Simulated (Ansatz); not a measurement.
`CC(C)CB(Cl)Cl`, relaxed with RKS PBE-D4/def2-SVP in Ansatz from a rough embedded geometry. The force threshold is 0.03 eV/Å; the program also tests the step.

Total charge 0; spin multiplicity 1.

Start:

```xyz
16

C     0.786   -1.236   -1.248
C     0.335   -0.394    0.003
C     1.290    0.808    0.212
C    -1.083    0.051   -0.078
B    -1.702    0.678    1.225
Cl   -2.270    2.440    1.330
Cl   -1.888   -0.427    2.733
H     0.114   -2.065   -1.350
H     1.761   -1.564   -1.116
H     0.673   -0.548   -2.142
H     0.394   -1.095    0.873
H     1.052    1.292    1.200
H     1.214    1.556   -0.620
H     2.312    0.421    0.308
H    -1.197    0.846   -0.937
H    -1.794   -0.765   -0.393
```

| step | energy (eV) | largest force (eV/Å) | largest move (Å) |
| --- | --- | --- | --- |
| 1 | -29990.2632 | 3.079 | 0.000 |
| 2 | -29990.7173 | 1.263 | 0.097 |
| 3 | -29990.7937 | 0.459 | 0.200 |
| 4 (rejected) | -29990.7831 | 0.669 | 0.143 |
| 5 | -29990.8178 | 0.172 | 0.072 |
| 6 | -29990.8222 | 0.048 | 0.100 |
| 7 | -29990.8233 | 0.052 | 0.045 |
| 8 | -29990.8264 | 0.167 | 0.195 |
| 9 | -29990.8282 | 0.101 | 0.043 |
| 10 | -29990.8299 | 0.156 | 0.155 |
| 11 (rejected) | -29990.8119 | 0.454 | 0.199 |
| 12 | -29990.8316 | 0.173 | 0.097 |
| 13 | -29990.8334 | 0.063 | 0.040 |
| 14 | -29990.8339 | 0.012 | 0.036 |
| 15 | -29990.8340 | 0.032 | 0.062 |
| 16 | -29990.8341 | 0.018 | 0.006 |

End:

```xyz
16

C     0.717   -1.173   -1.279
C     0.337   -0.423    0.004
C     1.355    0.679    0.325
C    -1.089    0.155   -0.092
B    -1.739    0.738    1.209
Cl   -3.009    1.965    1.124
Cl   -1.291    0.150    2.816
H     0.008   -1.998   -1.495
H     1.733   -1.611   -1.205
H     0.712   -0.489   -2.156
H     0.348   -1.151    0.846
H     1.119    1.186    1.283
H     1.370    1.451   -0.474
H     2.382    0.267    0.410
H    -1.154    0.908   -0.909
H    -1.797   -0.652   -0.408
```

It took 57 s on 2 threads of an AMD EPYC 7R13 on a shared host, with 0.27 GiB of host memory at the peak.
